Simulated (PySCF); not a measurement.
## How methods differ on the excitation energy of Nd

Nd [Xe] 4f4 6s2 (high-spin determinant) → Nd [Xe] 4f5 6s1 (high-spin determinant), as a difference of total energies. All numbers are calculated (PySCF 2.14, scalar relativity by spin-free X2C-1e, in x2c-TZVPPall (11s7p7d4f2g, 113 functions)). The calculations carry no spin-orbit coupling.

```csv
method,excitation energy (eV)
LDA,3.727
PBE,3.905
PBE0,4.599
r2SCAN,4.231
```

In the upper state the promoted electron has a positive orbital energy at LDA, PBE, PBE0, r2SCAN, so the basis confines it.

The determinant of the upper state and of the lower state mixes LS terms, which raises its energy above the lowest term, most at the Hartree-Fock and MP2 levels.
